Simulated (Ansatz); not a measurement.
## Ansatz input wanted

The species is GeH4 (5 atoms), meant as a singlet with charge 0. As SMILES, `[GeH4]`. The shape was relaxed beforehand at B3LYP/6-31G*.

| atom | x (Å) | y (Å) | z (Å) |
| --- | --- | --- | --- |
| Ge | 0.0000 | 0.0000 | 0.0000 |
| H | 1.1541 | -0.7601 | 0.6841 |
| H | -1.2453 | -0.0301 | 0.9089 |
| H | -0.3309 | -0.6725 | -1.3476 |
| H | 0.4220 | 1.4627 | -0.2454 |

Settings wanted:

| Setting | Value |
| --- | --- |
| basis set | 6-31G* |
| integral approximation | automatic |
| temperatures | (298.15, 298.15, 1) K |
| task | frequencies |
| method | DFT |
| functional | B3LYP |
| dispersion | none |
| reference | RKS |
| accuracy | medium |
| d and f functions | Cartesian |

Problem. Write the Ansatz 0.2.0 input and the command.

Solution. One that was run (others would do as well):

molecule.yaml:
```yaml
crystal:
  periodic: [false, false, false]
  atoms:
    - {symbol: Ge, position_ang: [0.000018, 0.000041, 0.000012]}
    - {symbol: H, position_ang: [1.154107, -0.760100, 0.684095]}
    - {symbol: H, position_ang: [-1.245251, -0.030101, 0.908904]}
    - {symbol: H, position_ang: [-0.330863, -0.672470, -1.347559]}
    - {symbol: H, position_ang: [0.421989, 1.462731, -0.245352]}
basis:
  gaussian:
    orbitals: "6-31G*"
hamiltonian:
  xc: {name: B3LYP}
phonons:
  temperatures: {t_min: 298.15, t_max: 298.15, t_step: 1}
```

```bash
$ ansatz run molecule.yaml --threads 1 --pin off --max-ram 3480MiB --events-out events.jsonl --progress --plain --runs-dir runs
```

Calculated total energy: -2079.15330 Eh, largest force 0.000 eV/Å.
